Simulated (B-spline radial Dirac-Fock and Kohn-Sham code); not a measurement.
Calculated with a B-spline atomic structure program, using relaxed Dirac-Fock hole states (ΔSCF) with Breit and QED corrections and a finite nucleus. Free neutral atoms up to Cf, the lines Kα1, Kβ1, Lα1, Lβ1, Lβ2, Lγ1, Lℓ and Mα1 where both subshells are closed (so no Lα of most 3d metals and no Mα of most lanthanides); Na, Y were not searched.

Question: Ce Lβ1 is computed at 5262.2 eV. Which of the searched lines of other elements lie within 72 eV and could overlap it in an energy-dispersive spectrum?

Answer: Cs Lγ1 at 5282.4 eV (+20); Nd Lα1 at 5230.4 eV (-32).
